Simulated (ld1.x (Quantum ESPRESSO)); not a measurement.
Values are calculated unless marked as measured or tabulated.
## Pseudopotentials across the periodic table

Generated with ld1.x 7.5 (TM, RRKJ, ultrasoft, PAW), atompaw 4.2 or ONCVPSP 4.0.1. The cutoff is in Ry: for ld1.x and atompaw files where the sum of valence levels is converged to 10 mRy in a Bessel basis, for ONCV files where the hardest occupied wave has 1 mHa per electron of residual kinetic energy. The error is the largest all-electron minus pseudo excitation energy over each file’s own four to seven test configurations (ionisations up to +4, promotions, holes and added fractions of an electron), all of which were solved. The labels leave out finer settings (local radius, basis sizes, second energies), which also bear on the numbers. Spin-polarised tests are not counted. The rows are a selection from randomly drawn settings: files with unsolved tests, undetermined cutoffs or missed reference levels are left out.

A true bound ghost makes a file unfit for plane-wave use even where its test errors are small: the radial tests pick states by their node count and pass the ghost by.

```tsv
element	potential	cutoff (Ry)	largest error (meV)	bound ghosts
Li	RRKJ, PBE, scalar-relativistic, rc 1.90/4.20/3.90 (spd), local s, core correction yes, reference 2s1 2p0	6	-9.4	none
O	TM, PBEsol, non-relativistic, rc 0.60/1.70 (sp), local s, core correction yes, reference 2s2 2p4	200	+1151	none
Ne	RRKJ, BLYP, scalar-relativistic, rc 0.90/1.10 (sp), local s, core correction yes, reference 2s2 2p6	110	+1748	none
Rb	TM semilocal, PBEsol, scalar-relativistic, rc 3.45/3.25/4.20 (spd), local p, core correction no, reference 4d0.5 5s0.5 5p0	6	+106	none
In	PAW, PBE, scalar-relativistic, rc 2.00/3.05/1.90 (spd), local smoothed, core correction yes, reference 4d10 5s1 5p2	35	-83	none
Sn	RRKJ, LDA (PZ), scalar-relativistic, rc 2.10/2.05/1.65 (spd), local s, core correction yes, reference 4d10 5s2 5p0.5	60	-348	none
Ir	TM, PW91, fully relativistic, rc 2.00/2.65/2.15 (spd), local smoothed, core correction no, reference 5d7 6s0 6p0	40	-268	none
Pb	TM, LDA (PZ), scalar-relativistic, rc 1.75/2.10/1.90 (spd), local d, core correction yes, reference 6s1 6p3	35	-50	s, p
```

Task: Fill in the row for Tc: PAW, BLYP, scalar-relativistic, rc 3.70/3.10/2.50 (spd), local smoothed, core correction yes, reference 4d5 5s2 5p0.

Result: cutoff 15 Ry, largest error -202 meV, bound ghosts: none.
